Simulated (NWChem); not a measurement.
**A calculation on CdTe**

SMILES: [Cd]=[Te]
```xyz
2

Cd     0.0000     0.0000     1.3475
Te     0.0000     0.0000    -1.2439
```
Charge 0, spin multiplicity 1.

Everything below was run with NWChem. All single points use one geometry, from B3LYP/def2-SVP with def2 effective core potentials on Cd, Te, a minimum by its harmonic frequencies.

Symmetry labels belong to the abelian group C2v used in the runs, with the axes of the coordinates shown; states degenerate in a higher group split over its labels.

Effective core potentials replace the inner electrons of Cd, Te; spin-orbit coupling is left out. The structure started from a generated list of species.

Task: List the lowest 4 singlet excitations that CIS/def2-SVPD with def2 effective core potentials on Cd, Te gives, with oscillator strengths.

Result: 
```tsv
state	symmetry	energy (eV)	wavelength (nm)	f
1	b1	0.80	1544	0.003
2	b2	0.80	1544	0.003
3	a1	3.52	352	0.212
4	a2	4.27	291	0.000
```
